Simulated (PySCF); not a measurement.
**Distorted geometries of [BiCl4]−**

[BiCl4]− (singlet). PySCF 2.14.0, RKS BP86, Bi def2-SVP with ECP60, Cl def2-SVP; non-relativistic Hamiltonian with scalar-relativistic core potentials where named; density fitting; no spin-orbit coupling. Relaxed geometry:

```xyz
5

Bi    0.0000    0.0000    0.0000
Cl    1.5209    1.5209    1.5209
Cl   -1.5209   -1.5209    1.5209
Cl    1.5209   -1.5209   -1.5209
Cl   -1.5209    1.5209   -1.5209
```

Question: Order these distorted geometries by energy above the relaxed one, lowest first.
A.
```xyz
5

Bi    0.1358   -0.0104    0.1123
Cl    1.4359    1.5833    1.5172
Cl   -1.5585   -1.6007    1.4796
Cl    1.4372   -1.5421   -1.5884
Cl   -1.4504    1.5698   -1.5206
```
B.
```xyz
5

Bi   -0.1584   -0.0280    0.0478
Cl    1.5891    1.6489    1.3537
Cl   -1.4537   -1.4943    1.6062
Cl    1.4289   -1.4978   -1.5771
Cl   -1.4059    1.3711   -1.4306
```
C.
```xyz
5

Bi    0.0215    0.0099    0.0283
Cl    1.4842    1.5177    1.5473
Cl   -1.4758   -1.5376    1.4925
Cl    1.5258   -1.5426   -1.5318
Cl   -1.5557    1.5526   -1.5363
```

Answer: C (0.03 eV), A (0.24 eV), B (0.51 eV).

Question: Which forces (eV/Å) act in the one that lies 0.24 eV up?

Answer: 
```
Bi  -1.80 -0.65 -1.36
Cl   0.82  0.81  0.81
Cl   0.30  0.25 -0.06
Cl   0.18  0.03  0.07
Cl   0.49 -0.43  0.53
```
Forces carry noise of the integration grid, about 0.01 to 0.03 eV/Å.
